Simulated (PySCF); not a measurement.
# Working out the ionisation energy of Mn

Mn [Ar] 3d5 4s2 (6S) → Mn⁺ [Ar] 3d5 4s1 (7S). Computed with PySCF 2.14 in jorge-DZP-DKH (8s6p2d1f, 43 functions), with the spin-free X2C one-electron Hamiltonian (Gaussian nucleus). Frozen: [Ar]. Energies in hartree (1 hartree = 27.21139 eV):

| part | Mn (lower) | Mn⁺ (upper) |
| --- | --- | --- |
| UHF | -1157.141786 | -1156.923097 |
| MP2 opposite-spin | -0.026948 | 0.000000 |
| MP2 same-spin | -0.035046 | -0.035534 |

Question: What does Hartree-Fock give?

Answer: (-1156.923097) − (-1157.141786) = 0.218689 hartree = 5.951 eV.

Question: What do MP2 and SCS-MP2 (6/5 opposite-spin, 1/3 same-spin) give?

Answer: The opposite-spin parts differ by 0.733 eV and the same-spin parts by -0.013 eV. MP2: 5.951 + (0.733) + (-0.013) = 6.671 eV. SCS-MP2: 5.951 + 1.2 × (0.733) + (-0.013)/3 = 6.826 eV.

Measured between the centres of the two terms (NIST): 7.434 eV, so MP2 (valence) is off by -0.763 eV.

A double-zeta basis recovers only part of the correlation energy.

What remains against the reference includes basis incompleteness, the frozen core and correlation beyond second order.
